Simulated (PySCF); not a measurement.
# Polarisability and C₆ of I³⁺ (iodine, charge +3)

[Kr] 4d10 5s2 5p2, high-spin 3P determinant. All numbers are calculated (PySCF 2.14, scalar relativity by spin-free X2C-1e, in aug-cc-pwCVTZ-DK3 with one added diffuse shell each of s, p, d, f type (11s10p8d5f1g, 125 functions)). Coupled (time-dependent) response in atomic units; α is the mean over directions.

```json
{"method": "UHF", "mean α (bohr³)": "10.57", "α xx, yy, zz": "10.96, 10.37, 10.37", "C₆ (like pair)": "60.69", "S(−4)": "27.09"}
{"method": "PBE", "mean α (bohr³)": "10.06", "α xx, yy, zz": "10.25, 9.966, 9.966", "C₆ (like pair)": "57.36", "S(−4)": "23.10"}
{"method": "PBE0", "mean α (bohr³)": "10.14", "α xx, yy, zz": "10.40, 10.01, 10.01", "C₆ (like pair)": "57.89", "S(−4)": "23.67"}
```

S(−4) is the Cauchy moment in α(ω) = α(0) + S(−4) ω² + …

Spin-orbit coupling is absent.

α(iu) at UHF:

| u (hartree) | α(iu) (bohr³) |
| --- | --- |
| 0 | 10.57 |
| 0.0500 | 10.50 |
| 0.100 | 10.30 |
| 0.200 | 9.609 |
| 0.300 | 8.674 |
| 0.500 | 6.733 |
| 0.750 | 4.858 |
| 1.00 | 3.638 |
| 1.50 | 2.317 |
| 2.00 | 1.662 |
| 3.00 | 1.022 |
| 5.00 | 0.5155 |

A single London oscillator, α(iu) = α/(1 + u²/ω²), gives C₆ = (3/4) ω α². Matching the computed C₆ needs ω = 4 × 60.69 / (3 × 10.57²) = 0.724 hartree.

For an ion, C₆ is the dispersion term alone; charge-induced terms of lower order in 1/R come first.

The components differ because the open shell of this determinant is not spherical; for a pure term their mean is the scalar polarisability.
